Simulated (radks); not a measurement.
All-electron atom: neutral neodymium in [Kr] 4d10 4f4 5s2 5p5 6s2 5d1 (not the ground configuration). All-electron calculation, Dirac Kohn-Sham, PBE, spin-unpolarised, spherical densities, point nucleus; open shells fill j = l - 1/2 first. Program: a radial shooting solver on a logarithmic mesh with Libxc functionals.

Radial electron density D(r) = 4 pi r^2 rho(r):

```
   r/bohr * D(r) (the largest magnitude, 104, reaches the edge; | marks zero)
 0.002862 |        *
 0.003332 |          *
  0.00391 |             *
 0.004552 |                *
 0.005299 |                   *
 0.006219 |                       *
 0.007239 |                           *
 0.008428 |                               *
 0.009811 |                                   *
  0.01151 |                                      *
   0.0134 |                                         *
   0.0156 |                                          *
  0.01817 |                                         *
  0.02132 |                                        *
  0.02482 |                                      *
  0.02889 |                                     *
  0.03363 |                                     *
  0.03947 |                                      *
  0.04595 |                                          *
  0.05349 |                                                *
  0.06277 |                                                    *
  0.07308 |                                                      *
  0.08508 |                                                    *
  0.09904 |                                               *
   0.1162 |                                          *
   0.1353 |                                        *
   0.1575 |                                          *
   0.1834 |                                              *
   0.2152 |                                               *
   0.2505 |                                         *
   0.2916 |                               *
   0.3422 |                     *
   0.3984 |                 *
   0.4638 |                  *
     0.54 |                    *
   0.6337 |                    *
   0.7377 |                *
   0.8588 |           *
   0.9998 |       *
    1.173 |     *
    1.366 |    *
     1.59 |   *
    1.851 |  *
    2.172 | *
    2.529 |*
    2.944 |*
    3.455 |*
    4.022 *
    4.682 *
    5.451 *
    6.397 *
    7.447 *
    8.669 *
    10.09 *
    11.84 *
    13.79 *
```

D(r) has 4 maxima, at r = 0.0165, 0.0731, 0.205, 0.567 bohr, and minima at 0.0321, 0.135, 0.411 bohr, inside which lie 2.02, 11.23, 29.12 electrons.
